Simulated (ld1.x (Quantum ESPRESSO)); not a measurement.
# tantalum (Ta), ultrasoft: configuration errors across variants

* Element: tantalum (Ta)
* Generator: ld1.x (Quantum ESPRESSO) 7.5
* Type: ultrasoft
* Functional: PBE
* Relativity: scalar-relativistic
* Frozen core: [Kr] 4d10 4f14
* Valence charge: 13
* Reference configuration: 5s2 5p6 5d4 6s1 6p0
* Partial waves: 5s (bound): rcut 1.50, rcutus 1.85 bohr; 6s (bound): rcut 1.50, rcutus 1.85 bohr; 5p (bound): rcut 1.95, rcutus 2.75 bohr; 6p (bound, empty): rcut 1.95, rcutus 2.75 bohr; 5d (bound): rcut 1.55, rcutus 1.75 bohr; 5d channel at 0.45 Ry: rcut 1.55, rcutus 1.75 bohr
* Local potential: all-electron potential smoothed inside 2.60 bohr (lloc = -2)
* Core correction: none
* Augmentation charge: PSQ, inside the norm-conserving radii

All-electron excitation energies from the reference (eV): (1) 5s2 5p6 5d3 6s2 6p0 -2.094; (2) 5s2 5p6 5d3 6s1 6p0 6.374; (3) 5s2 5p6 5d3 6s0 6p0 21.346; (4) 5s2 5p6 5d2 6s2 6p1 0.892; (5) 5s2 5p6 5d2 6s0 6p0 44.949; (6) 5s1 5p6 5d3 6s2 6p0 77.106; (7) 5s2 5p6 5d3 6s0 6p1 11.453.

Errors AE − PS in meV (a dash: test not solved or not reliable):

```csv
change,(1),(2),(3),(4),(5),(6),(7),bound ghosts
base,+14,+1.0,+0.2,+41,-10,-587,-19,none
core correction a·sin(br)/r model core inside 0.82 bohr,-28,-4.3,-31,-51,-72,-735,-46,none
core correction a·sin(br)/r model core inside 0.96 bohr,-26,-4.1,-30,-47,-71,-724,-44,none
core correction a·sin(br)/r model core inside 1.40 bohr,-13,-3.0,-23,-26,-67,-661,-35,none
core correction a·sin(br)/r model core inside 1.70 bohr,-1.2,-2.1,-19,-1.4,-64,-623,-29,none
core correction a·sin(br)/r model core inside 1.90 bohr,+5.0,-1.4,-16,+14,-59,-606,-27,none
core correction a·sin(br)/r model core inside 2.04 bohr,+8.1,-1.0,-15,+23,-53,-599,-26,none
```

Give the same row for: core correction a·sin(br)/r model core inside 1.20 bohr.

-19, -3.5, -26, -37, -69, -692, -39; bound ghosts: none.
